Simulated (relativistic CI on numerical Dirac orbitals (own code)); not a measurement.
Calculated at this level of theory: Dirac-Coulomb-Breit CI, separate exchange-only KLI orbitals for each configuration, QED by a radiative potential, unscaled Slater integrals (own radial code, finite nucleus).

CI space (outside the closed core [Ne]): 3s², 3s3p, 3p², 3s3d, 3d², 3p3d, 3p4s, 3d4s, 3s4s, 3s4p, 3s4d, 3s4f, 3s5s, 3s5p, 3s5d, 4s², 3s5f, 3s5g, 3s6s, 3s6p, 3s6d. Levels of other configurations are missing.

At this charge energies of transitions that change n are usually good to better than 1 %, and those within a shell (Δn = 0) to a few per cent.

Outline of the computed level scheme of Eu LII. Lowest level of each configuration: 3s² ¹S0 at 0.00 eV; 3s3p ³P°0 at 108.47 eV; 3p² ³P0 at 261.03 eV; 3s3d ³D1 at 457.28 eV; 3p3d ³F°2 at 574.57 eV; 3d² ³F2 at 925.04 eV; 3s4s ³S1 at 2163.96 eV; 3s4p ³P°0 at 2221.00 eV; 3p4s ³P°0 at 2294.12 eV.

Some strong electric-dipole decays among the lowest 43 levels: 3s4s ¹S0 → 3s3p ¹P°1 (2.2e+13 s⁻¹); 3s4s ³S1 → 3s3p ³P°2 (1.7e+13 s⁻¹); 3s4p ³P°1 → 3s² ¹S0 (1.7e+13 s⁻¹); 3s4p ¹P°1 → 3s² ¹S0 (1.4e+13 s⁻¹); 3p4s ³P°1 → 3s² ¹S0 (1.1e+13 s⁻¹); 3s4p ¹P°1 → 3p² ¹D2 (9.1e+12 s⁻¹); 3s4s ³S1 → 3s3p ³P°1 (6.2e+12 s⁻¹); 3s4s ¹S0 → 3s3p ³P°1 (5.1e+12 s⁻¹).

LS names give the leading component of a level, which can be under half, so a name can repeat, a term be missing and a line seem to break the LS rules.
